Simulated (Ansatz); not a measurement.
Geometry optimisation, RKS B3LYP-D4/6-31G in Ansatz 0.2.0.

The input (input.yaml):

```yaml
crystal:
  periodic: [false, false, false]
  atoms:
    - { symbol: O, position_ang: [-2.0172, -0.4524, 0.7013] }
    - { symbol: C, position_ang: [-0.8324, -0.6104, 0.0788] }
    - { symbol: C, position_ang: [0.0746, 0.3433, 0.0867] }
    - { symbol: B, position_ang: [1.574, 0.1412, -0.5835] }
    - { symbol: F, position_ang: [1.9123, -1.06198, -1.17395] }
    - { symbol: H, position_ang: [-2.2935, 0.4742, 1.1637] }
    - { symbol: H, position_ang: [-0.6164, -1.5522, -0.4098] }
    - { symbol: H, position_ang: [-0.0472, 1.3021, 0.5888] }
    - { symbol: H, position_ang: [2.28492, 1.02947, -0.47713] }
basis:
  gaussian: { orbitals: "6-31G" }
hamiltonian:
  xc: b3lyp
  dispersion: d4
relax:
  f_tol: 0.015
  max_steps: 40
```

Run as:

```bash
$ ansatz run input.yaml --threads 1 --pin off --max-ram 2048MiB --backend cpu --events-out ev --progress --plain --runs-dir out
```

Q: Where does it end, and by what steps?

A: The run converged. Limits of this set-up: no polarisation functions. After 7 steps the energy has fallen by 0.743 eV; H6 moved furthest, 0.16 Å.

```csv
step,energy less start (eV),largest force component (eV/Å),accepted
0,0.0000,4.932,yes
1,-0.6292,1.719,yes
2,-0.4920,2.237,no
3,-0.7078,0.568,yes
4,-0.7402,0.156,yes
5,-0.7416,0.141,yes
6,-0.7428,0.024,yes
7,-0.7429,0.009,yes
```

```xyz
9
Properties=species:S:1:pos:R:3
O -2.051 -0.504 0.646
C -0.796 -0.568 0.104
C 0.153 0.399 0.123
B 1.508 0.175 -0.528
F 1.772 -1.037 -1.147
H -2.231 0.355 1.082
H -0.642 -1.532 -0.366
H -0.065 1.349 0.613
H 2.391 0.976 -0.553
```

Whether the end is a true minimum wasn't checked by a vibrational analysis.

Time of the run: 16 s on 1 thread of Intel(R) Xeon(R) Platinum 8488C (Sapphire Rapids), with other jobs on the host, peak memory 0.17 GiB.
